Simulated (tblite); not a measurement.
Question: Give a GFN2-xTB geometry of `O=C(CCC=C)O[SiH2]` [radical]. (Doublet state.)

Answer: 
```
atom  x, y, z in Å
C1    -3.2750   -0.8449    0.0419
C2    -2.3768    0.1045   -0.1387
C3    -0.9645   -0.1348   -0.5652
C4     0.0196    0.3210    0.5164
C5     1.4510    0.2559    0.0386
O6     1.8078    0.3243   -1.1110
O7     2.3092    0.1244    1.0438
Si8    3.9511   -0.0440    1.0093
H9    -4.2818   -0.6289    0.3561
H10   -3.0418   -1.8840   -0.1236
H11   -2.6373    1.1409    0.0351
H12   -0.7514    0.4257   -1.4789
H13   -0.8087   -1.1938   -0.7768
H14   -0.0788   -0.2843    1.4192
H15   -0.1857    1.3608    0.7905
H16    4.5812    0.4710   -0.1865
H17    4.2749    0.4982    2.3132
```

Orientation and origin are arbitrary. Atoms count from 1 in this order. O7 (oxygen bonded to C and Si) is bent (angle 129.6°). C5 (carbon bonded to C and 2 O) is planar (angles 125.4°, 122.4° and 112.2°, sum 360.0°, 0.00 Å off the plane of its three neighbours). The 4 C–C bonds span 1.319 Å (C1=C2, drawn double) to 1.532 Å (C3–C4, drawn single), a spread of 0.213 Å. Si8 (silicon bonded to O and 2 H) is pyramidal (angles 120.9°, 114.5° and 99.5°, sum 334.9°, 0.44 Å off the plane of its three neighbours).

Bonds between heavy atoms (Å): C1=C2 1.319, C2–C3 1.495, C3–C4 1.532, C4–C5 1.510, C5=O6 1.206, C5–O7 1.328, O7–Si8 1.651.

Structure optimised with GFN2-xTB, isolated species. This method treats the open shell by occupation alone, without spin polarisation.

Point group: C1 (no symmetry element, even within 0.4 Å). Its GFN2-xTB frequencies are all real (lowest 17 cm⁻¹). Torsions: C1–C2–C3–C4 -117°, C2–C3–C4–C5 -173°, C3–C4–C5–O6 26°, C4–C5–O7–Si8 177°, C5–O7–Si8–H 24° and 154°. 3 starts were optimised and ended at 0.00, 0.05 and 0.27 kcal/mol (GFN2-xTB); the lowest of these is shown.

Hardware: Arm Neoverse N1, one thread, no GPU, on a shared host. Cost: 1.8 s of wall time. This is the geometry optimisation.

One conformer stands for the species.

All values are computed, not measured.
